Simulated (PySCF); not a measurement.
C₂H₄F, SMILES C[CH]F (connectivity only; charge and spin as stated), charge +1, multiplicity 1. Atoms are numbered in the order given.

```xyz
7

C      0.1799     1.1598     0.0000
C     -0.4308    -0.1212     0.0000
F      0.2488    -1.1693     0.0000
H     -0.2442     1.7184    -0.8570
H     -0.2442     1.7184     0.8570
H      1.2675     1.1464     0.0000
H     -1.5130    -0.2911     0.0000
```
Charge +1, spin multiplicity 1.

Geometry: PBE0-D3(BJ)/def2-TZVP. The spin state was assumed, not searched. The isomer is the one that the SMILES or the coordinates give; other isomers of the formula were not compared.

Method: SMD-ωB97X/def2-SVP in PySCF.

Solvation free energies are E(SMD) − E(gas) at the gas-phase geometry, for 1 M in both phases.

```json
[
 {"solvent": "water", "ΔG(solv) (kcal/mol)": "-71.8", "its non-electrostatic (CDS) part": "3.2"},
 {"solvent": "ethylethanoate", "ΔG(solv) (kcal/mol)": "-62.7", "its non-electrostatic (CDS) part": "0.3"},
 {"solvent": "N,N-dimethylformamide", "ΔG(solv) (kcal/mol)": "…", "its non-electrostatic (CDS) part": "…"}
]
```

### Question
What belongs in the gaps? (The exact figures need the calculation; the answer reports its results.)

### Answer

- N,N-dimethylformamide, ΔG(solv) (kcal/mol): -72.9
- N,N-dimethylformamide, its non-electrostatic (CDS) part: 1.1
